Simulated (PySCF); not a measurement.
**Structure from NMR data**

An unknown has the formula C6H6O3P2. Its calculated NMR data are:

$^{1}$H NMR (500 MHz, computed): δ 7.78 (m, 1H), 7.35 (m, 1H), 6.91 (m, 1H), 4.26 (s, 3H).

$^{13}$C{$^{1}$H} NMR (computed): δ 183.3 (C), 172.8 (C), 153.3 (CH), 133.1 (CH), 120.8 (CH), 51.7 (CH3).

[PySCF: shieldings: GIAO PBE0/pcSseg-1; GFN2-xTB structure; fast rotation and ring inversion assumed for equivalent nuclei; one conformer; in vacuum; relativity neglected]

Scale: TMS for $^{1}$H, $^{13}$C (reference shieldings calculated alike).

Q: Deduce the structure.

A: 
6 carbon signals for 6 carbons: no two carbons are equivalent. Carbon types of the structure: 2 × C, 3 × CH, 1 × CH3, which accounts for all hydrogens. δC 183.3: carbonyl carbon. δC 172.8: substituted aromatic carbon next to the ring oxygen. δC 153.3: aromatic CH next to the ring oxygen. δC 133.1, 120.8: aromatic CH. δH 7.78: hydrogen on an aromatic CH next to the ring oxygen; ring-current deshielding. δH 7.35, 6.91: hydrogen on an aromatic CH; the ring current deshields protons in the ring plane. δH 4.26: hydrogen on a methyl carbon bonded to O; its carbon carries O, hence the downfield position.

Structure: `COC(=O)/P=P/c1ccco1`.

This is the structure that produced the data.

Splittings by $^{31}$P in the carbon and heteronuclear signals aren't shown, as no couplings were computed. Shifts are as computed. Against solution values, carbons near 30 ppm lie about +3 ppm off and those near 130 ppm about +5 ppm. Of 1211 compounds with measured shifts, 218 miss one by over three times the rms of a fit or turn the order of signals round; such compounds aren't used in these exercises. Multiplicities follow the n + 1 count of equivalent neighbours, as no J values were calculated; m marks all less simple cases, F and P coupling included.
